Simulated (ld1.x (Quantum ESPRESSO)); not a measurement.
Co: excitation energies, all-electron against TM

```
Element                 : Co (Z = 27)
Generator               : ld1.x (Quantum ESPRESSO) 7.5
Type                    : norm-conserving Troullier–Martins (Kleinman–Bylander form)
Functional              : PBE
Relativity              : scalar-relativistic
Frozen core             : [Ne]
Valence charge          : 17
Reference configuration : 3s2 3p6 3d7 4s2 4p0
Partial waves           : 3s (bound): rc 1.00 bohr; 3d (bound): rc 0.95 bohr; 3p (bound): rc 0.90 bohr
Local potential         : the p channel
Core correction         : none
```

Occupied shells without a wave of their own: 4s. They enter only through the test configuration that unscreens the potential.

Energies are relative to the spin-unpolarised reference configuration 3s2 3p6 3d7 4s2 4p0; without spin polarisation the order of configurations can differ from experiment.

Give the all-electron excitation energy and the error of the potential for: 3s2 3p6 3d7 4s1 4p0; 3s2 3p6 3d7 4s0 4p0; 3s2 3p6 3d6 4s0 4p0; 3s2 3p6 3d8 4s1 4p0; 3s1 3p6 3d7 4s2 4p0; 3s2 3p5 3d7 4s2 4p0; 3s2 3p6 3d6 4s2 4p1.

```json
{"valence configuration": "3s2 3p6 3d7 4s1 4p0", "charge": "+1", "ΔE all-electron (eV)": "9.030", "error AE − PS (meV)": "-213"}
{"valence configuration": "3s2 3p6 3d7 4s0 4p0", "charge": "+2", "ΔE all-electron (eV)": "25.816", "error AE − PS (meV)": "-544"}
{"valence configuration": "3s2 3p6 3d6 4s0 4p0", "charge": "+3", "ΔE all-electron (eV)": "61.686", "error AE − PS (meV)": "-834"}
{"valence configuration": "3s2 3p6 3d8 4s1 4p0", "charge": "0", "ΔE all-electron (eV)": "-1.203", "error AE − PS (meV)": "-113"}
{"valence configuration": "3s1 3p6 3d7 4s2 4p0", "charge": "+1", "ΔE all-electron (eV)": "110.503", "error AE − PS (meV)": "-0.2"}
{"valence configuration": "3s2 3p5 3d7 4s2 4p0", "charge": "+1", "ΔE all-electron (eV)": "73.523", "error AE − PS (meV)": "+16"}
{"valence configuration": "3s2 3p6 3d6 4s2 4p1", "charge": "0", "ΔE all-electron (eV)": "9.660", "error AE − PS (meV)": "+37"}
```

Levels in the configuration 3s2 3p6 3d6 4s2 4p1:

```
level  all-electron (eV)  pseudo (eV)
   3s           -110.364     -110.339
   3p            -73.404      -73.371
   3d            -15.174      -15.117
   4s             -7.783       -8.015
   4p             -2.624       -2.641
```

The 4s level has no wave, so the channel is fitted at the deeper level alone: the likely source of the large errors.
